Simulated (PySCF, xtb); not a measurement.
arsenic trifluoride (AsF3), SMILES F[As](F)F.

Harmonic wavenumbers (cm⁻¹) from xtb with GFN2-xTB at its own minimum, in rising order: 226, 226, 284, 455, 456, 550.

Q: What does PBE-D3(BJ)/def2-SVP (PySCF 2.14.0) give at its own minimum? (The exact figures need the calculation; the answer reports its results.)

A: 236, 236, 305, 681, 681, 700. Paired by order, the mean absolute difference is 107 cm⁻¹ and the zero-point energies are 3.1 and 4.1 kcal/mol.
